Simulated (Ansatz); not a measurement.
Two structures of SiH$_{4}$BrF, closed shell, reached by relaxing down either side of one saddle point (PBE0-D4/def2-TZVP). Energies are electronic, without zero-point energy. Computed with Ansatz 0.2.0 (basis: def2-TZVPP and def2-QZVPP); correlated methods freeze the cores. Filled d shells of the heavier atoms are correlated. The def2 sets are not built for correlating such inner shells, so the correlated values are less sure here. Extrapolation: Hartree–Fock as exp(−7.88 √X), correlation as X^−2.97. First:

| atom | x (Å) | y (Å) | z (Å) |
| --- | --- | --- | --- |
| Si1 | -0.7158 | 0.2531 | -0.6551 |
| Br2 | 0.2039 | -1.7640 | -0.3209 |
| H3 | -1.7183 | 0.0890 | -1.7307 |
| H4 | -1.3491 | 0.6708 | 0.6127 |
| H5 | 0.3649 | 1.1750 | -1.0616 |
| H6 | 1.4809 | -0.5877 | 1.3357 |
| F7 | 1.7336 | 0.1639 | 1.8199 |

Second:

```
atom    x (Å)    y (Å)    z (Å)
 Si1  -0.3711   1.0311  -0.3849
 Br2   0.6988  -3.2071   0.9964
  H3  -0.6983   0.3531  -1.6591
  H4  -1.5312   1.0308   0.5341
  H5   0.1220   2.4065  -0.6225
  H6   0.9628  -1.8187   0.8145
  F7   0.8170   0.2043   0.3216
```

Task: Which bonds change from the first to the second?

Result: SiH₃Br ([SiH3][Br]) + HF → SiH₃F ([F][SiH3]) + HBr; bonds formed: Si1–F7, Br2–H6; bonds broken: Si1–Br2, H6–F7.

Task: Give the saddle point's structure and its height above each. (To be estimated.)

Result: Computed: 30.07 kcal/mol above the first and 37.14 kcal/mol above the second (CCSD(T) at an estimated basis limit (MP2 extrapolated from triple and quadruple zeta, plus CCSD(T) − MP2 in triple zeta)).
| atom | x (Å) | y (Å) | z (Å) |
| --- | --- | --- | --- |
| Si1 | -0.3649 | 0.4197 | -0.3108 |
| Br2 | 0.0021 | -2.1002 | 0.2417 |
| H3 | -0.8235 | -0.0763 | -1.6263 |
| H4 | -1.4111 | 0.5639 | 0.7146 |
| H5 | 0.2279 | 1.7472 | -0.6168 |
| H6 | 1.1254 | -0.7904 | 0.8460 |
| F7 | 1.2440 | 0.2361 | 0.7516 |

T1 diagnostic: at most 0.010.

Labels in which every atom is bracketed show which atoms are joined, not bond orders.

For scale, one of the runs: CCSD(T)/def2-TZVPP, 177 basis functions, launched by `ansatz run in.yaml --threads 4 --pin off --events-out ev --progress --plain --max-ram 9574MiB`. Time: 35 s of wall clock on 4 CPU threads of an Arm Neoverse V1; the host was shared. Peak host memory: 1.6 GiB.
